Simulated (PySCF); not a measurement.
# Energy of Ba⁺ (barium, charge +1) between two integer charges

The 6s alpha orbital of [Xe] 6s1 is emptied in steps (occupation f), with all orbitals relaxed, ending at [Xe]. Computed with PySCF 2.14 in def2-TZVP with the def2 core potential (46 electrons) (6s4p3d1f, 40 functions), with a scalar-relativistic core potential. The exact energy is a straight line in f; departures are measured from the line between the end points of the same method.

```
  f  UHF (eV)  LDA (eV)  PBE (eV)  PBE0 (eV)  r2SCAN (eV)  LC-wPBE (eV)  BHandHLYP (eV)  CAM-B3LYP (eV)  TPSS (eV)
  1     0.000     0.000     0.000      0.000        0.000         0.000           0.000           0.000      0.000
0.8     0.003    -0.353    -0.362     -0.263       -0.292         0.017          -0.190          -0.142     -0.338
0.6     0.005    -0.525    -0.547     -0.396       -0.422         0.023          -0.285          -0.213     -0.515
0.4     0.005    -0.516    -0.551     -0.399       -0.400         0.018          -0.286          -0.214     -0.529
0.2     0.003    -0.335    -0.368     -0.266       -0.244         0.008          -0.192          -0.143     -0.365
  0     0.000     0.000     0.000      0.000        0.000         0.000           0.000           0.000      0.000
```

Problem. For r2SCAN, how does the orbital energy at f = 1 compare with the removal energy?

Solution. −ε = 7.910 eV against a total-energy difference of 9.785 eV. By Janak's theorem ε = ∂E/∂f, so the gap between them reflects the curvature. Along the path −ε is 8.735 (f = 0.8), 9.529 (f = 0.6), 10.255 (f = 0.4), 10.848 (f = 0.2) eV.

| method | E(f=0) − E(f=1) (eV) | −ε at f=1 (eV) | −ε at f=0.4 (eV) |
| --- | --- | --- | --- |
| UHF | 9.345 | 9.367 | 9.341 |
| LDA | 10.245 | 8.023 | 10.727 |
| PBE | 10.089 | 7.838 | 10.529 |
| PBE0 | 9.967 | 8.328 | 10.289 |
| r2SCAN | 9.785 | 7.910 | 10.255 |
| LC-wPBE | 9.737 | 9.843 | 9.692 |
| BHandHLYP | 9.912 | 8.727 | 10.145 |
| CAM-B3LYP | 10.048 | 9.161 | 10.222 |
| TPSS | 9.792 | 7.696 | 10.143 |

Reference removal energy between the ground levels: 10.004 eV (measured; NIST Atomic Spectra Database, ionization energies). UHF lacks correlation.
